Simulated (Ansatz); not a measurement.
`CN[SiH2]OC`, relaxed with RKS PBE0-D4/def2-TZVP in Ansatz from a GFN2-xTB geometry. The force threshold is 0.005 eV/Å; the program also tests the step.

Total charge 0; spin multiplicity 1.

Start:

```xyz
14

C     1.279    0.143    1.416
N     0.169   -0.733    1.111
Si   -0.242   -1.222   -0.491
O    -0.294    0.067   -1.475
C    -1.056    1.229   -1.352
H     2.216   -0.403    1.572
H     1.424    0.831    0.585
H     1.063    0.723    2.317
H     0.009   -1.393    1.857
H    -1.532   -1.885   -0.294
H     0.735   -1.986   -1.260
H    -0.701    1.947   -2.094
H    -2.112    1.017   -1.537
H    -0.958    1.664   -0.354
```

Problem. By how much does the energy fall, and how many steps does the optimiser take? (Estimate.)

Solution. Ansatz gave: 13.79 kJ/mol, in 23 steps, 1 of them rejected.

Problem. Which bonds change most? (Estimate.)

Solution. Computed: Si3–H10 from 1.464 to 1.489 Å; Si3–O4 from 1.622 to 1.646 Å; Si3–H11 from 1.459 to 1.481 Å; N2–Si3 from 1.725 to 1.704 Å.

Problem. Give the relaxed structure. (Best estimate.)

Solution. The calculation gave: 
```xyz
14

C     1.502   -0.093    1.510
N     0.280   -0.699    1.030
Si   -0.088   -1.027   -0.600
O    -0.318    0.286   -1.567
C    -1.341    1.222   -1.335
H     1.893   -0.617    2.388
H     2.268   -0.151    0.733
H     1.384    0.966    1.770
H    -0.444   -0.784    1.724
H    -1.335   -1.840   -0.555
H     1.051   -1.713   -1.251
H    -1.307    1.974   -2.126
H    -2.332    0.750   -1.351
H    -1.214    1.727   -0.370
```
